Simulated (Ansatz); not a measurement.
SiBr2, relaxed as a singlet with RKS PBE-D4/def2-TZVP in Ansatz, starting from the GFN2-xTB geometry. Force threshold 0.02 eV/Å.

Start:

```xyz
3

Si    0.6428    0.5801    0.4288
Br    0.8907   -1.5201   -0.3651
Br   -1.5335    0.9400   -0.0637
```

| step | energy (eV) | largest force component (eV/Å) | SCF passes |
| --- | --- | --- | --- |
| 1 | -147947.3182 | 0.207 | 17 |
| 2 | -147947.3226 | 0.076 | 19 |
| 3 | -147947.3246 | 0.010 | 21 |

Force components are those of the run's own axes.

End:

```xyz
3

Si    0.630    0.569    0.421
Br    0.923   -1.542   -0.364
Br   -1.554    0.972   -0.056
```

By distances, no bond broke or formed. The bond that changes most is Si1–Br2, from 2.26 to 2.27 Å (atoms count from 1).

No frequencies were taken in this run, so the end may be a saddle point.

Hardware: 4 threads of Arm Neoverse V2 on a shared host. Wall time 2.1 s.
